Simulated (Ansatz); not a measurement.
H9NOSi3 (`N[SiH2]O[SiH2][SiH3]`). Total charge 0; spin multiplicity 1.

```tsv
atom	x (Å)	y (Å)	z (Å)
N1	0.985	-1.708	0.217
Si2	-0.687	-1.864	-0.066
O3	-1.484	-0.439	-0.227
Si4	-1.265	1.183	-0.245
Si5	0.973	1.795	0.116
H6	1.384	-1.574	1.130
H7	1.665	-1.615	-0.517
H8	-1.287	-2.564	1.094
H9	-0.867	-2.607	-1.335
H10	-2.115	1.799	0.810
H11	-1.710	1.720	-1.560
H12	1.469	1.330	1.440
H13	1.872	1.260	-0.943
H14	1.066	3.283	0.088
```

Question: Give the diagnostics of a CCSD(T)/def2-TZVPP run (frozen core, the Gaussian-basis code of Ansatz). (Best estimate.)

Answer: Ansatz gave: T1 = 0.0121, largest single amplitude 0.016, largest double 0.025, (T) share of the correlation energy 3.4 %, 9 CCSD cycles. The RHF solution is stable towards an unrestricted one. T1 lies under the customary mark of 0.02 for closed shells.
